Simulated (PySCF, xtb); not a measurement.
In(vinyl)(OH)(OMe) (C3H7InO2), SMILES C=[CH][In]([OH])[O]C.

GFN2-xTB (xtb 6.7.1) at its own geometry gives an orbital gap of 2.93 eV and a dipole moment of 4.06 D.

Coordinates come from a PBE0-D3(BJ)/def2-SVP optimisation. The def2 effective core potentials stand for the cores of In; spin–orbit coupling is left out. One conformer was computed; it need not be the lowest.

Task: What does PBE/def2-TZVP run with PySCF give? (The exact figures need the calculation; the answer reports its results.)

Result: gap 3.63 eV (levels -5.83 and -2.19 eV), dipole 2.37 D.
